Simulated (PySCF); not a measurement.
# Spin-orbit coupling and the second ionisation energy along the 5p block

Two-component X2C-1e calculated with PySCF 2.14: MP2 on generalised Hartree-Fock spinors (GMP2), with spin-orbit coupling off and on (screened by Boettger's factors); no Breit or QED terms. Values in eV; the references (NIST) lie between the lowest levels. Elements whose determinants are no pure J levels are left out.

```json
{"element": "In (x2c-QZVPPall-2c, [Ar] 3d10 frozen)", "configurations": "[Kr] 4d10 5s2 → [Kr] 4d10 5s1", "spin-free": "18.904", "with spin-orbit": "18.907", "shift": "0.003", "reference": "18.870"}
{"element": "Sn (x2c-QZVPPall-2c, [Ar] 3d10 frozen)", "configurations": "[Kr] 4d10 5s2 5p1 → [Kr] 4d10 5s2", "spin-free": "14.112", "with spin-orbit": "14.483", "shift": "0.371", "reference": "14.633"}
{"element": "I (x2c-QZVPPall-2c, [Ar] 3d10 frozen)", "configurations": "[Kr] 4d10 5s2 5p4 → [Kr] 4d10 5s2 5p3", "spin-free": "18.576", "with spin-orbit": "18.896", "shift": "0.320", "reference": "19.131"}
{"element": "Xe (x2c-QZVPPall-2c, [Ar] 3d10 frozen)", "configurations": "[Kr] 4d10 5s2 5p5 → [Kr] 4d10 5s2 5p4", "spin-free": "21.081", "with spin-orbit": "20.836", "shift": "-0.245", "reference": "20.975 (s)"}
```

The largest shift is at Sn, 0.371 eV, where spin-orbit coupling lowers the species with more electrons by more than the one with fewer (starting occupations 5p1/2^1 and closed).

What remains against the references is mostly the basis and correlation beyond MP2. References marked (s) are semi-empirical, (t) theoretical.
